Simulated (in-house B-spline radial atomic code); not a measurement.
The numbers below are computed, except where a source is named.
Making a Troullier-Martins d channel for Zn, r_c = 1.48 bohr

Zn, [Ar] 3d10 4s2, non-relativistic PBE, spherical and spin-unpolarised, from a B-spline radial code for spherical atoms (atomic units). The all-electron 3d level is ε = -0.388316 hartree and its outer maximum at 0.57 bohr.

Inside r_c the pseudo-orbital is u(r) = r^3 exp(p(r)), with p = c0 + c2 r² + c4 r⁴ + … + c12 r¹². The seven coefficients follow from p and its first four derivatives at r_c, from zero curvature of the screened potential at the origin, c4 = −c2²/(2l + 5), and from the norm inside r_c. At r_c the all-electron orbital has P = 0.4973908, P' = -0.4992401, the screened potential V = -1.252362, V' = 2.021369, V'' = -4.883883, and the norm inside is Q = 0.8740388.

Task: What are p, p' and p'' at r_c?

Result: p = ln(P/r_c^3) = ln(0.4973908/3.24179) = -1.87451. p' = P'/P − 3/r_c = -1.00372 − 2.02703 = -3.03075. The radial equation gives p'' = 2(V − ε) − 2(3) p'/r_c − p'² = -1.72809 − (-12.28680) − 9.18542 = 1.37330. Differentiating, p''' = 2V' + 2(3)p'/r_c² − 2(3)p''/r_c − 2p'p'' = -1.5023, and p'''' = 2V'' − 4(3)p'/r_c³ + 4(3)p''/r_c² − 2(3)p'''/r_c − 2p''² − 2p'p''' = 2.1868.

For a trial c2 the five matching conditions are linear in c0, c6, c8, c10 and c12, and c2 is varied until the norm inside r_c equals Q. The root nearest zero gives:

| n | c_n |
| --- | --- |
| 0 | 2.876477 |
| 2 | -3.242136 |
| 4 | -1.167938 |
| 6 | 2.393574 |
| 8 | -1.300674 |
| 10 | 0.3188472 |
| 12 | -0.03020979 |

Task: Check c4 and p(r_c), and find the screened pseudopotential at the origin.

Result: −c2²/9 = -1.16794, as listed. The terms c_n r_c^n are 2.87648, -7.10157, -5.60360, 25.15459, -29.94073, 16.07681, -3.33648, which sum to -1.87451. Inverting the radial equation, V_l(r) = ε + 3 p'/r + (p'' + p'²)/2, so V_l(0) = ε + (2l + 3) c2 = -0.388316 + 7 × (-3.24214) = -23.0833 hartree, finite where the all-electron potential diverges.

Orbitals and screened potentials:

| r (bohr) | P | u | V all-electron | V pseudo |
| --- | --- | --- | --- | --- |
| 0.148 | 0.2688 | 0.05357 | -123.8 | -23.03 |
| 0.37 | 0.8948 | 0.5676 | -28.63 | -21.41 |
| 0.592 | 1.038 | 1.115 | -11.24 | -15.31 |
| 0.814 | 0.9305 | 1.085 | -5.371 | -6.904 |
| 1.036 | 0.7701 | 0.8177 | -2.985 | -1.892 |
| 1.258 | 0.6211 | 0.6238 | -1.855 | -1.206 |
| 1.48 | 0.4974 | 0.4974 | -1.252 | -1.252 |

Logarithmic derivatives P'/P at R = 1.78 bohr, for energies E around ε:

```
E − ε (hartree)  all-electron      pseudo
           -0.5       1.08515     1.11737
          -0.25      0.565598    0.587816
           -0.1    -0.0747666  -0.0660419
              0     -0.992441   -0.992439
            0.1      -3.79526    -3.70209
           0.25       9.71785     11.6242
            0.5       2.82134     3.10308
```
